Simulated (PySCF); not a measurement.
## SnH₂ + SnF₂ → 2 SnHF

Level: PBE0 in the def2-TZVP basis family, computed in PySCF with density fitting; scalar-relativistic core potentials for atoms from Rb on, none lighter, no spin–orbit coupling; open shells unrestricted.

| species | state and structure | E (Eh) | ZPE (kJ/mol) | H(298 K) − H(0) (kJ/mol) | S° (J/(mol K)) |
| --- | --- | --- | --- | --- | --- |
| SnH₂ | singlet, C2v, Sn–H 1.773 Å (×2); H–Sn–H 90.6° | -215.45814 | 25.5 | 10.1 | 229.6 |
| SnF₂ | singlet, C2v, Sn–F 1.932 Å (×2); F–Sn–F 95.9° | -413.98408 | 8.3 | 12.3 | 282.1 |
| SnHF | singlet, Cs, Sn–F 1.945 Å, Sn–H 1.785 Å; F–Sn–H 93.3° | -314.71496 | 17.4 | 10.8 | 262.1 |

(1) What is the electronic reaction energy?

(2) Add zero-point, thermal and entropy terms for 298.15 K and 1 bar.

Answers

(1) At PBE0/def2-TZVP, ΔE = 32.3 kJ/mol from the differences of the total energies times 2625.5, uphill. The bond energies do not simply add up: the mixed species is disfavoured.

(2) ΔZPE = 1.0 and Δ[H(298) − H(0)] = -0.8 kJ/mol give ΔH° = 32.5 kJ/mol. ΔS° = 12.5 J/(mol K), so ΔG° = 32.5 − 298.15 × (0.0125) = 29 kJ/mol and log₁₀K = -5.0.

The structures come from searches over a few start shapes, so lower isomers are not excluded.
